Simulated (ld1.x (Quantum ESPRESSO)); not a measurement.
## Transferability test, TM potential for Zr (Z = 40)

```
Element                 : Zr
Generator               : ld1.x (Quantum ESPRESSO) 7.5
Type                    : norm-conserving Troullier–Martins (Kleinman–Bylander form)
Functional              : LDA (PZ)
Relativity              : scalar-relativistic
Frozen core             : [Kr]
Valence charge          : 4
Reference configuration : 4d2 5s1 5p1
Partial waves           : 5s (bound): rc 2.25 bohr; 5p (bound): rc 3.30 bohr; 4d (bound): rc 1.80 bohr
Local potential         : all-electron potential smoothed inside 2.85 bohr (lloc = -2)
Core correction         : Bessel-smoothed model core inside 1.75 bohr
```

Energies are relative to the spin-unpolarised reference configuration 4d2 5s1 5p1; without spin polarisation the order of configurations can differ from experiment. Spin-polarised rows fill each open shell by Hund’s rule, majority spin first. The frozen-core shift is the all-electron ΔE with the core orbitals held at their reference shape minus the fully relaxed ΔE.

| valence configuration | charge | ΔE all-electron (eV) | error AE − PS (meV) | frozen-core shift (meV) |
| --- | --- | --- | --- | --- |
| 4d2 5s2 5p0 | 0 | -3.117 | -1.4 | +0.6 |
| 4d2 5s1 5p0 | +1 | 4.235 | -3.1 | +1.0 |
| 4d2 5s0 5p0 | +2 | 17.476 | -17 | +15 |
| 4d2 5s0 5p2 | 0 | 3.278 | -4.4 | +1.3 |
| 4d3 5s0 5p0 | +1 | 4.692 | -108 | +52 |
| 4d2.5 5s1.5 5p0 | 0 | -2.591 | -23 | +16 |
| 4d2 5s1 5p1 (spin-polarised) | 0 | -1.434 | +14 | +7.7 |
| 4d2 5s2 5p0 (spin-polarised) | 0 | -3.600 | -0.5 | +4.1 |

Question: What are ΔE and the potential's error for 4d1 5s2 5p0?

Answer: ΔE = 4.704 eV all-electron; the error (AE − PS) is +27 meV.

Levels in the configuration 4d2 5s1 5p0:

```
level  all-electron (eV)  pseudo (eV)
   4d            -10.188      -10.138
   5s            -10.223      -10.220
```
